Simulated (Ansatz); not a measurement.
Consider the formal exchange of groups at the Si–C bond: `[SiH3]/C=C\CCl` + `[F][GeH]([SH])[Cl]` → `[F][Ge]([SiH3])([SH])[Cl]` + `C=CCCl`.

Program: Ansatz. Geometries: PBE0-D4/def2-TZVP. ΔE: electronic, gas phase. CCSD(T)/CBS is the MP2 limit (def2-TZVPP, def2-QZVPP) plus CCSD(T) − MP2 in def2-TZVPP, frozen cores. DFT in def2-TZVPP. For Ge outer-core shells are correlated without core-valence functions, which leaves a few kJ/mol of doubt a bond. Scalar relativity is left out up to krypton. Each species was taken in one conformer, which may not be the lowest.

```csv
level,ΔE (eV)
ωB97X-V,-0.29
SCS-MP2/def2-TZVPP,-0.24
SCS-MP2/def2-QZVPP,-0.25
MP2/CBS(def2),-0.28
```

What does CCSD(T)/CBS give? (Estimate.)

The calculation gave: -0.31 eV. The listed levels differ from it by 0.02, 0.07, 0.06, 0.03 eV.

Largest T1 diagnostic among the species: 0.012.

From PBE to PBE0 (25 % exact exchange), in def2-TZVPP and without D4, ΔE moves by +0.04 eV.
